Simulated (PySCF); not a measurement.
```xyz
4

F     -0.7767     1.3444    -0.1676
Si    -0.1767     0.0145     0.4590
F     -0.9947    -1.1915    -0.1717
Br     1.9481    -0.1673    -0.1197
```

Charge 0, multiplicity 2.

Give the Mulliken and meta-Löwdin atomic charges from PBE-D3(BJ)/def2-TZVP // r2SCAN-D4/def2-TZVP in PySCF.


| atom | Mulliken (e) | meta-Löwdin (e) |
|---|---|---|
| F1 | -0.22 | -0.45 |
| Si2 | 0.58 | 1.08 |
| F3 | -0.22 | -0.45 |
| Br4 | -0.13 | -0.19 |
